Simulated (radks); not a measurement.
Results of a calculation; reference values are marked as such.
Q: Coherent X-ray form factor from a spherical all-electron density. Level of theory: non-relativistic Kohn-Sham, PBE, spin-polarised, spherical densities, point nucleus (a radial shooting solver on a logarithmic mesh with Libxc functionals).

| sin(theta)/lambda (1/angstrom) | f0 (electrons) |
|---|---|
| 0.05 | 45.584 |
| 0.1 | 44.385 |
| 0.15 | 42.534 |
| 0.2 | 40.216 |
| 0.25 | 37.635 |
| 0.3 | 34.978 |
| 0.4 | 29.990 |
| 0.5 | 25.914 |
| 0.6 | 22.846 |
| 0.8 | 18.869 |
| 1 | 16.197 |
| 1.25 | 13.294 |
| 1.5 | 10.700 |
| 2 | 7.165 |

The species is in the configuration that NIST lists as its ground one. Which atom or ion scatters so?

A: The tin ion Sn4+, [Kr] 4d10. Extrapolating in s^2 from the first two rows gives f0(0) = 46.0, near the electron count 46; among species with that count, the fall with angle is slower the higher Z, and the table is that of Z = 50; from so few rows the species is fixed only to a neighbour or two.
